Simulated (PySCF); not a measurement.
Isomers of C2H8O2Si3, one GFN2-xTB conformer each. Single-point energies are computed at PBE0/pcSseg-1 (PySCF, gas phase, no added dispersion term), electronic only.

```json
{"SMILES": "O=C[Si@@H]1O[SiH2]C[SiH2]1", "GFN2-xTB relative energy (kcal/mol)": "68.3"}
{"SMILES": "C#C[SiH](O[SiH3])O[SiH3]", "GFN2-xTB relative energy (kcal/mol)": "0.0"}
```

Conformers: `[O:1]=[CH:2][Si@@H:3]1[O:4][SiH2:5][CH2:6][SiH2:7]1` with O1–C2–Si3–O4 -166°, C2–Si3–O4–Si5 -129°, Si3–O4–Si5–C6 2°, O4–Si5–C6–Si7 5°, Si5–C6–Si7–Si3 -8°; `[CH:1]#[C:2][SiH:3]([O:4][SiH3:5])[O:6][SiH3:7]` with C2–Si3–O4–Si5 101°, C2–Si3–O6–Si7 -94°.

**Question.** What does PBE0/pcSseg-1 give for the same structures?

**Answer.** 
```json
{"SMILES": "C#C[SiH](O[SiH3])O[SiH3]", "PBE0/pcSseg-1 E (Eh)": "-1099.35343", "PBE0/pcSseg-1 (kcal/mol)": "0.0", "GFN2-xTB (kcal/mol)": "0.0", "point group": "–"}
{"SMILES": "O=C[Si@@H]1O[SiH2]C[SiH2]1", "PBE0/pcSseg-1 E (Eh)": "-1099.33481", "PBE0/pcSseg-1 (kcal/mol)": "11.7", "GFN2-xTB (kcal/mol)": "68.3", "point group": "C1"}
```

Both levels put the same isomer lowest. As drawn, the lower has a C≡C bond, which the higher lacks; the higher has a C=O bond and an Si–Si bond, which the lower lacks.

**Question.** Which frontier levels, dipoles and rotational constants go with these structures?

**Answer.** 
```tsv
SMILES	HOMO (eV, PBE0/pcSseg-1)	LUMO (eV)	dipole (D)	A, B, C (MHz)
C#C[SiH](O[SiH3])O[SiH3]	-8.35	-0.23	1.08	1305, 1272, 751.3
O=C[Si@@H]1O[SiH2]C[SiH2]1	-6.88	-1.59	3.29	2434, 1022, 787.4
```
